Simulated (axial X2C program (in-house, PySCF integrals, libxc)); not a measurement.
Which molecule has these constants?

Calculated with an in-house all-electron X2C program for linear molecules (integrals from PySCF), spin-free (one-electron X2C) or two-component (2c: spin–orbit coupling with atomic mean-field Coulomb and Gaunt terms, which also bring small scalar terms), in Dyall basis sets with cores contracted in-house; open shells are unrestricted.

A two-component PBE0 calculation in a Dyall 3-zeta basis gave Re = 1.539 Å, ωe = 1198.4 cm⁻¹, De = 6.78 eV, Ω = 0.

Task: Which molecule is it?
A. GeCl⁺
B. SiCl⁺
C. CCl⁺
D. SnCl⁺

Result: C. The others have SnCl⁺ 2.265 Å and 427.1 cm⁻¹ (Ω = 0); SiCl⁺ 1.965 Å and 665.6 cm⁻¹ (Ω = 0); GeCl⁺ 2.061 Å and 503.2 cm⁻¹ (Ω = 0).

Each entry is the lowest single determinant of a limited PBE0 search at one distance. De goes to single-determinant-based atoms at the same level (for ions the charge split of lowest energy) and is withheld (n/a) where an atom does not fit its ground term or J level. Main or longest-lived isotopes. Some light 2c atoms are not at their ground J level, so De misses part of their lowering (0.04 eV or less). The functionals have no current term, which raises determinants with orbital currents.
